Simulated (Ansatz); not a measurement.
C$_{2}$H$_{11}$BOSi (`C[BH-](C)[OH+][SiH3]`), relaxed with RKS PBE0-D4/def2-TZVP in the Gaussian-basis code of Ansatz from a PBE-D4/def2-SVP geometry. The force threshold is 0.005 eV/Å; the program also tests the step.

Total charge 0; spin multiplicity 1.

Start:

```xyz
16

C    -0.844   -1.427    1.099
B    -0.506   -0.117    0.247
C    -1.360    0.180   -1.080
O     1.113   -0.301   -0.294
Si    1.900    1.206    0.090
H    -0.125   -1.615    1.925
H    -0.887   -2.346    0.473
H    -1.846   -1.320    1.568
H    -0.297    0.904    0.943
H    -2.418    0.380   -0.804
H    -1.020    1.066   -1.660
H    -1.390   -0.691   -1.775
H     1.172   -0.629   -1.212
H     1.159    2.391   -0.442
H     2.134    1.230    1.562
H     3.215    1.090   -0.639
```

```tsv
step	energy (eV)	largest force (eV/Å)	largest move (Å)
1	-12848.4019	0.707	0.000
2	-12848.4622	0.357	0.036
3	-12848.4736	0.084	0.017
4	-12848.4746	0.044	0.013
5	-12848.4754	0.033	0.030
6	-12848.4756	0.023	0.018
7	-12848.4757	0.010	0.003
8	-12848.4757	0.005	0.002
```

End:

```xyz
16

C    -0.829   -1.410    1.087
B    -0.526   -0.093    0.251
C    -1.375    0.171   -1.074
O     1.093   -0.251   -0.295
Si    1.918    1.181    0.084
H    -0.117   -1.580    1.900
H    -0.846   -2.311    0.463
H    -1.820   -1.332    1.548
H    -0.349    0.912    0.937
H    -2.423    0.345   -0.809
H    -1.052    1.049   -1.645
H    -1.375   -0.692   -1.753
H     1.156   -0.602   -1.188
H     1.205    2.370   -0.426
H     2.120    1.198    1.543
H     3.220    1.044   -0.623
```

Hardware: 4 threads of an Arm Neoverse V1 on a shared host. Wall time 38 s, peak host memory 0.66 GiB.
